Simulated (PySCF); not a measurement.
# Electron correlation in O⁺ (oxygen, charge +1)

[He] 2s2 2p3, high-spin 4S determinant. Calculation: PySCF 2.14, in cc-pVTZ-DK; the spin-free X2C one-electron Hamiltonian (Gaussian nucleus). Frozen: 1s2; 5 electrons correlated.

MP2 pair energies summed by pair of shells (mhartree):

```csv
pair,energy,share (%)
2s-2p,-64.15,65.7
2p-2p,-23.48,24.0
2s-2s,-10.06,10.3
```

Total MP2 correlation energy: -97.69 mhartree.

Same-spin part -29.17 and opposite-spin part -68.52 mhartree; SCS-MP2 scales them by 1/3 and 6/5 to -91.95 mhartree.

| level | correlation energy (mhartree) |
| --- | --- |
| CCSD | -112.75 |
| (T) | -1.60 |
| CCSD(T) | -114.35 |

Diagnostics: T1 = 0.0040, D1 = 0.0090, largest double amplitude 0.036.

Cost of the coupled-cluster step: 0.15 s of wall time on 1 thread of Intel(R) Xeon(R) 6975P-C (shared host), for 5 correlated electrons.
